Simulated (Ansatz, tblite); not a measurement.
Forces on the cluster Na3Br4 at its r2SCAN-D4/def2-SVP geometry. Total charge 0; doublet.

The xTB rows come from tblite. In the doublet, Br4 and Br6 lie 2.96 Å apart (atoms count from 1), so these atoms are partly bonded to each other. The structure comes from a short search, and lower isomers may exist.

GFN1-xTB (tblite), largest force 0.20 eV/Å:

```xyz
7
positions Å, forces eV/Å
Na   -0.991   -1.913   -0.090    0.181    0.053   -0.072
Na   -1.437    1.901    1.384    0.050   -0.067   -0.053
Na    1.867    0.748   -0.778   -0.076   -0.186   -0.010
Br    0.560   -1.221   -2.398   -0.098    0.128    0.087
Br   -2.724   -0.439    1.299    0.142    0.084   -0.047
Br    1.869   -1.970    0.143   -0.100    0.129    0.085
Br    0.857    2.894    0.440   -0.099   -0.140    0.010
```

GFN2-xTB (tblite), largest force 0.34 eV/Å:

```
Na -0.075 -0.166 -0.009
Na -0.087 0.114 0.079
Na 0.162 0.054 -0.066
Br -0.200 0.156 -0.227
Br 0.210 0.066 -0.088
Br 0.084 -0.006 0.327
Br -0.095 -0.217 -0.015
```

BLYP-D4/def2-TZVP (Ansatz), largest force 0.21 eV/Å:

```
Na -0.010 -0.012 0.006
Na -0.003 0.003 0.001
Na 0.014 0.010 0.000
Br -0.067 0.021 -0.198
Br -0.078 -0.023 0.034
Br 0.111 -0.081 0.150
Br 0.033 0.081 0.007
```
